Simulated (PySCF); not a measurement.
# Stretching BiBr

Set-up: Bi def2-SVP with ECP60, Br def2-SVP; scalar-relativistic core potentials (PySCF 2.14). Energies in eV from Bi + Br in their ground configurations at the same level. State: ³Σ⁻ (triplet), unpaired electrons π ↑↑.

All columns are PBE0. A positive dipole means Bi(−)Br(+).

```json
{"R (Å)": "2.355", "E (eV)": "-2.155", "μ (D)": "-1.68", "Mulliken charge on Bi (basis-dependent)": "0.25", "HOMO (eV)": "-5.74", "LUMO (eV)": "-2.58", "Mayer bond order": "1.16", "⟨S²⟩": "2.00"}
{"R (Å)": "2.460", "E (eV)": "-2.500", "μ (D)": "-2.24", "Mulliken charge on Bi (basis-dependent)": "0.28", "HOMO (eV)": "-5.91", "LUMO (eV)": "-2.72", "Mayer bond order": "1.12", "⟨S²⟩": "2.00"}
{"R (Å)": "2.538", "E (eV)": "-2.617", "μ (D)": "-2.64", "Mulliken charge on Bi (basis-dependent)": "0.30", "HOMO (eV)": "-6.03", "LUMO (eV)": "-2.82", "Mayer bond order": "1.09", "⟨S²⟩": "2.00"}
{"R (Å)": "2.617", "E (eV)": "-2.645", "μ (D)": "-3.03", "Mulliken charge on Bi (basis-dependent)": "0.31", "HOMO (eV)": "-6.15", "LUMO (eV)": "-2.92", "Mayer bond order": "1.06", "⟨S²⟩": "2.01"}
{"R (Å)": "2.696", "E (eV)": "-2.607", "μ (D)": "-3.40", "Mulliken charge on Bi (basis-dependent)": "0.33", "HOMO (eV)": "-6.26", "LUMO (eV)": "-3.01", "Mayer bond order": "1.04", "⟨S²⟩": "2.01"}
{"R (Å)": "2.800", "E (eV)": "-2.486", "μ (D)": "-3.87", "Mulliken charge on Bi (basis-dependent)": "0.34", "HOMO (eV)": "-6.39", "LUMO (eV)": "-3.13", "Mayer bond order": "1.01", "⟨S²⟩": "2.01"}
{"R (Å)": "2.931", "E (eV)": "-2.263", "μ (D)": "-4.41", "Mulliken charge on Bi (basis-dependent)": "0.35", "HOMO (eV)": "-6.54", "LUMO (eV)": "-3.26", "Mayer bond order": "0.98", "⟨S²⟩": "2.01"}
{"R (Å)": "3.088", "E (eV)": "-1.943", "μ (D)": "-4.97", "Mulliken charge on Bi (basis-dependent)": "0.36", "HOMO (eV)": "-6.68", "LUMO (eV)": "-3.60", "Mayer bond order": "0.94", "⟨S²⟩": "2.03"}
```

A fit through these points gives, at Re = 2.607 Å, μ = -2.98 D and dμ/dR = -4.85 D/Å; the reduced mass is 57.29 u.

Q: How strong is the fundamental in the double-harmonic approximation, I = 42.26·(dμ/dR)²/μred km/mol?

A: I = 42.26·(-4.85)²/57.29 = 17.4 km/mol at PBE0.

Spin–orbit coupling is left out, which matters for elements this heavy, above all for dissociation energies. The state is the lowest determinant that a PBE0 search found; another state may lie lower at other levels.
